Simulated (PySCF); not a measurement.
Working out the ionisation energy of Au

Au [Xe] 4f14 5d10 6s1 (2S) → Au⁺ [Xe] 4f14 5d10 (1S). Calculation: PySCF 2.14, in def2-TZVPPD with the def2 core potential (60 electrons) (6s5p3d2f1g, 59 functions); a scalar-relativistic core potential. Frozen: nothing. Energies in hartree (1 hartree = 27.21139 eV):

| part | Au (lower) | Au⁺ (upper) |
| --- | --- | --- |
| UHF | -134.789865 | -134.507447 |
| MP2 opposite-spin | -0.388583 | -0.354248 |
| MP2 same-spin | -0.198361 | -0.175068 |

Question: What does Hartree-Fock give?

Answer: (-134.507447) − (-134.789865) = 0.282418 hartree = 7.685 eV.

Question: What do MP2 and SCS-MP2 (6/5 opposite-spin, 1/3 same-spin) give?

Answer: The opposite-spin parts differ by 0.934 eV and the same-spin parts by 0.634 eV. MP2: 7.685 + (0.934) + (0.634) = 9.253 eV. SCS-MP2: 7.685 + 1.2 × (0.934) + (0.634)/3 = 9.017 eV.

Measured between the centres of the two terms (NIST): 9.226 eV, so MP2 (valence and next inner shell) is off by 0.027 eV.

What remains against the reference includes basis incompleteness and correlation beyond second order.
